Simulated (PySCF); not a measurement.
**Ionisation energy of Gd²⁺ by level of theory**

Gd²⁺ [Xe] 4f7 5d1 (9D) → Gd³⁺ [Xe] 4f7 (8S), as a difference of total energies. All numbers are calculated (PySCF 2.14, scalar relativity by spin-free X2C-1e, in cc-pVDZ-X2C (8s7p5d3f1g, 84 functions)). Correlated levels: valence: [Kr] 4d10 frozen; valence and next inner shell: [Ar] 3d10 frozen. The calculations carry no spin-orbit coupling.

| method | ionisation energy (eV) |
| --- | --- |
| UHF | 19.578 |
| LC-wPBE | 20.363 |
| B2PLYP | 20.268 |
| PW91 | 20.509 |
| MP2 (valence) | 20.070 |
| SCS-MP2 (valence) | 19.894 |
| MP2 (valence and next inner shell) | 20.074 |
| SCS-MP2 (valence and next inner shell) | 19.921 |

Task: How much does correlation contribute at MP2 (valence and next inner shell)?

Result: 20.074 − (19.578) = 0.496 eV, measured against UHF.

The reference lies between the lowest fine-structure levels, while these numbers refer to the centres of the terms.

Errors of the correlated levels include the incompleteness of this basis and the frozen core.

For comparison: 20.54 ± 0.03 eV (semi-empirical (NIST evaluation); NIST Atomic Spectra Database, ionization energies).
